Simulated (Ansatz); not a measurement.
Basis-set extrapolation for `[SiH3]C1(Cl)C=C1` (PBE0-D4/def2-TZVP geometry, frozen core, Ansatz 0.2.0). Multiplicity 1, RHF reference.

```
                      def2-TZVPP   def2-QZVPP
                 HF  -864.911593  -864.938392
    MP2 correlation    -0.789644    -0.849043
CCSD(T) correlation    -0.876333      not run
```

Energies in hartree. Use E(X) = E(∞) + A·exp(−7.88·√X) for Hartree–Fock and E(X) = E(∞) + B·X^(−2.97) for correlation, with X = 3 and 4, and add CCSD(T) minus MP2 of the smaller set to the MP2 limit.

Question: What is the CCSD(T) energy at the basis-set limit?

Answer: HF limit: -864.938392 + (-0.026799) × 0.13774 = -864.94208. MP2 limit: -0.849043 + (-0.059399) × 0.74074 = -0.89304. Higher-order term: -0.876333 − (-0.789644) = -0.08669. Total: -865.92181 hartree, 84.0 kcal/mol below CCSD(T)/def2-TZVPP.
